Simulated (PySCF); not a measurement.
Telling isomers of C$_{7}$H$_{9}$O$_{3}$P apart by NMR

Level of theory: GIAO PBE0/pcSseg-1 shieldings, coordinates at the GFN2-xTB level, in PySCF (one averaged value for each set of equivalent atoms, one computed conformer, non-relativistic, in vacuum).

Chemical shifts δ = σref − σ; ¹H and ¹³C against TMS, all at this level. Splittings of carbon signals by F and P are missing where no couplings were computed. Where no couplings were computed, multiplicities follow the n + 1 count of equivalent neighbours, and m marks all less simple cases (inequivalent or close neighbours, rings, F or P nearby). Shifts are as computed. Against solution values, carbons near 30 ppm lie about +3 ppm off and those near 130 ppm about +5 ppm (rms about the fit 2.1 ppm; single classes can miss by 10 ppm). Of 1328 compounds with measured shifts, 309 miss one by over three times the rms of a fit or turn the order of signals round; such compounds aren't used in these exercises. Signals without a measured value on file couldn't be tested in this way; 1H shifts scatter by 0.2 ppm about their fit, and single ones miss by 0.5 ppm. OH and NH positions are gas-phase values without hydrogen bonding to other molecules.

(1) Tabulate the signals of `Cc1ccc(P(=O)(O)O)cc1`, `C=C(C)[P@@](=O)(O)c1ccoc1` and their relative energies.

(2) What is the quickest way to tell Cc1ccc(P(=O)(O)O)cc1 from C=C(C)[P@@](=O)(O)c1ccoc1?

## Answers

(1) 
| SMILES | carbon types | δC | δH | E rel. (kcal/mol) |
| --- | --- | --- | --- | --- |
| Cc1ccc(P(=O)(O)O)cc1 | 2×C 4×CH 1×CH3 | 148.6, 136.4, 133.7, 132.2, 24.3 | 8.02 (m, 2H), 7.57 (m, 2H), 3.25 (br s, 2H), 2.55 (s, 3H) | 0.0 |
| C=C(C)[P@@](=O)(O)c1ccoc1 | 2×C 3×CH 1×CH2 1×CH3 | 154.2, 150.5, 148.0, 132.6, 126.6, 118.5, 20.4 | 7.85 (m, 1H), 7.56 (m, 1H), 6.87 (m, 1H), 6.34 (m, 1H), 6.01 (m, 1H), 2.78 (br s, 1H), 2.16 (m, 3H) | 51.6 |

Energies are electronic energies at PBE0/pcSseg-1 on these geometries, without zero-point or thermal terms, each for the one conformer computed, which needn't be the lowest.

(2) Count the carbon signals: 5 against 7. The first has an aromatic CH at 133.7 ppm, the second a terminal =CH2 carbon at 132.6 ppm. Their most deshielded carbons lie at 148.6 and 154.2 ppm.
